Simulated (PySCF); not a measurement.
# Ionisation energy of Ge by level of theory

Ge [Ar] 3d10 4s2 4p2 (3P) → Ge⁺ [Ar] 3d10 4s2 4p1 (2P), as a difference of total energies. Computed with PySCF 2.14 in x2c-QZVPPall (11s8p5d4f1g, 97 functions), with the spin-free X2C one-electron Hamiltonian (Gaussian nucleus). Correlated levels: valence: [Ar] 3d10 frozen; valence and next inner shell: [Ne] frozen. The calculations carry no spin-orbit coupling.

| method | ionisation energy (eV) |
| --- | --- |
| UHF | 7.401 |
| LDA | 8.010 |
| PBE | 7.884 |
| PBE0 | 7.917 |
| B2PLYP | 7.760 |
| r2SCAN0 | 8.037 |
| TPSSh | 7.909 |
| MP2 (valence) | 7.775 |
| SCS-MP2 (valence) | 7.698 |
| MP2 (valence and next inner shell) | 7.868 |
| SCS-MP2 (valence and next inner shell) | 7.757 |

Task: Estimate what wB97X gives.

Result: 7.694 eV, closest to SCS-MP2 (valence) among the rows shown.

Task: Estimate what r2SCAN gives.

Result: 8.043 eV, closest to r2SCAN0 among the rows shown.

Errors of the correlated levels include the incompleteness of this basis and the frozen core.

For comparison: 7.925 eV (measured; NIST levels, between the centres of gravity of the two terms).
